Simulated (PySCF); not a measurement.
C4H7Cl2NSi.
InChI=1S/C4H7Cl2NSi/c1-3-8(7-2)4(5)6/h3-4,8H,1-2H2/t8-/m0/s1

Method: TDDFT PBE0/def2-SVPD, vertical, gas phase, core orbitals frozen in the response in PySCF 2.14.0, density-fitted response routines. Geometry: GFN2-xTB, one conformer, isolated molecule. Torsions of this conformer, `[CH2:1]=[CH:2][Si@H:3]([N:4]=[CH2:5])[CH:6]([Cl:7])[Cl:8]`: C1–C2–Si3–N4 -5°, C2–Si3–N4–C5 123°, C2–Si3–C6–Cl7 -179°.

Each state is given a Gaussian of 0.5 eV full width at half maximum, with ε(max) = 2.175×10⁸ f / Δν̃ (Δν̃ the width in cm⁻¹). The width is an assumption, not a result. The curve ends short of the highest state used, and states not computed would add to its high-energy end.

```csv
λ (nm),ε (L mol⁻¹ cm⁻¹)
206.6,4454
210.8,3570
214.9,2864
219.1,2604
223.3,2497
227.5,2170
231.7,1595
235.9,981
240.1,509
244.3,227
248.5,88
252.7,30
256.9,9
261.1,3
265.3,1
269.5,0
273.7,0
277.9,1
282.0,2
286.2,3
290.4,5
294.6,8
298.8,11
303.0,13
307.2,15
311.4,16
315.6,16
319.8,15
324.0,13
328.2,11
332.4,9
336.6,7
340.8,5
345.0,4
349.2,3
353.3,2
357.5,1
361.7,1
365.9,0
370.1,0
374.3,0
378.5,0
382.7,0
386.9,0
```

Problem. Locate the maxima and give the states behind the curve.

Solution. 313 nm (3.95 eV), ε about 16, made up of S1 (100%) (ε in L mol⁻¹ cm⁻¹; maxima over ε = 5, shares over 10%). At its high-energy end, 6.00 eV, the curve is still rising (ε about 4400, from S4 and S5). The states used: S1 3.95 eV (f 0.0003); S2 5.51 eV (f 0.0027); S3 5.53 eV (f 0.039); S4 5.99 eV (f 0.023); S5 6.10 eV (f 0.056); S6 6.36 eV (f 0.015); S7 6.44 eV (f 0.010); S8 6.60 eV (f 0.0061).

Problem. What would ε be at 3.95 eV, the highest of these maxima, with half the width (0.25 eV)?

Solution. About 32.3 L mol⁻¹ cm⁻¹ against 16.2, a factor of about 2.00; a lone state at its own centre would give exactly 2.

Problem. Coming from long wavelengths, where does ε first pass 100 L mol⁻¹ cm⁻¹?

Solution. At about 248 nm (5.00 eV), 1.05 eV above S1.

Problem. On this curve, what absorbance would a 10⁻⁴ mol/L sample give at 254 nm over a 1 cm path?

Solution. 254 nm is 4.881 eV, where ε is about 21 L mol⁻¹ cm⁻¹, so A = ε c l ≈ 0.0021 (Beer–Lambert, with the gas-phase spectrum and the assumed width).
